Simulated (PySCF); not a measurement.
MoFH5, SMILES [F][MoH5], multiplicity 1. Atoms are numbered in the order given.

```xyz
7

Mo     0.0000     0.0000     0.2183
F      0.0000     0.0000    -1.7279
H      0.9864     0.9864     1.1243
H      0.0000     0.0000     1.8875
H     -0.9864    -0.9864     1.1243
H     -0.9864     0.9864     1.1243
H      0.9864    -0.9864     1.1243
```

The structure is a stationary point at B3LYP-D3(BJ)/def2-TZVP. The geometry has at least one imaginary mode, so it is a saddle point at that level. The multiplicity is an assumed one; other spin states were not compared. The def2 effective core potentials stand for the cores of Mo; spin–orbit coupling is left out.

Level of theory: ωB97X/def2-TZVPD (PySCF).

Gas-phase values at a fixed geometry.

Computed frontier levels, gap, dipole moment and polarisability:
```
Quantity                                                                                                        Value
---------------------------------------------------------------------------------------------  ----------------------
highest occupied level                                                                                      -10.39 eV
lowest empty level                                                                                           -2.26 eV
orbital gap                                                                                                   8.14 eV
dipole moment                                                                                               0.229 e·Å
quadrupole, principal values (traceless, Buckingham form, about the centre of nuclear charge)   -7.22, 3.61, 3.61 D·Å
mean static polarisability                                                                       49.8 bohr³ (7.38 Å³)
polarisability, principal values                                                               49.0, 50.2, 50.2 bohr³
```
